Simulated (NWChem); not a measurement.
System: BHOF₂; SMILES OB(F)F

```xyz
5

B     -0.0064    -0.0228     0.0000
F      1.2140     0.4986     0.0000
F     -0.1245    -1.3347     0.0000
O     -1.1080     0.7441     0.0000
H     -0.9098     1.6859     0.0000
```
Atoms are numbered in this order, from 1.

Results from NWChem. Pople sets run with spherical d functions. All runs use the structure optimised with PBE0/def2-SVP. Ions are spin-unrestricted doublets at the neutral geometry; other ion states weren't tried.

Question: Order these by “−ε(HOMO) (eV)”, lowest first: PBE/6-31G*; B3LYP/6-31G*; CAM-B3LYP/6-31G*; Hartree-Fock/6-31G*.

Answer: PBE/6-31G* (8.31), B3LYP/6-31G* (9.89), CAM-B3LYP/6-31G* (11.72), Hartree-Fock/6-31G* (15.12)
